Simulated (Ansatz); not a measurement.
`O[SiH2][SiH2]CCl` + H₂ → `O[SiH2][SiH3]` + `CCl`  (hydrogenolysis of the Si–C bond)

Computed with Ansatz on PBE0-D4/def2-TZVP structures; ΔE is electronic, products minus reactants. CCSD(T)/CBS adds triple-zeta CCSD(T) − MP2 to the extrapolated MP2 energy (def2 sets, frozen cores). This one scheme is used for every species. DFT in def2-TZVPP. One conformer a species, not always the lowest.

Task: Is it downhill or uphill in electronic energy at CCSD(T)/CBS, and by how much? (Best estimate.)

Result: The calculation gave: Downhill: ΔE = -29.9 kJ/mol.

Task: What do these levels give: r2SCAN-D4, r2SCANh-D4, r2SCAN0-D4, revPBE, r2SCAN, BHLYP, CAM-B3LYP, HF/def2-SVP, CCSD(T)/def2-SVP, HF/def2-TZVPP, SCS-MP2/def2-TZVPP, HF/CBS(def2)? (An estimate is asked.)

Result: Ansatz gave: r2SCAN-D4 -30.5, r2SCANh-D4 -31.7, r2SCAN0-D4 -33.5, revPBE -41.7, r2SCAN -32.9, BHLYP -49.6, CAM-B3LYP -45.2, HF/def2-SVP -61.8, CCSD(T)/def2-SVP -40.0, HF/def2-TZVPP -60.9, SCS-MP2/def2-TZVPP -33.5, HF/CBS(def2) -61.2 kJ/mol.

Largest T1 diagnostic among the species: 0.012.

From r2SCAN to r2SCAN0 (25 % exact exchange), in def2-TZVPP and without D4, ΔE moves by −3.6 kJ/mol. At CCSD(T), def2-SVP lies −10.1 kJ/mol from the extrapolated value and def2-TZVPP −3.3 kJ/mol. In def2-TZVPP, CCSD(T) changes the Hartree–Fock value by +27.7 kJ/mol (the triples alone add +5.6 kJ/mol) and MP2 by +34.6 kJ/mol.
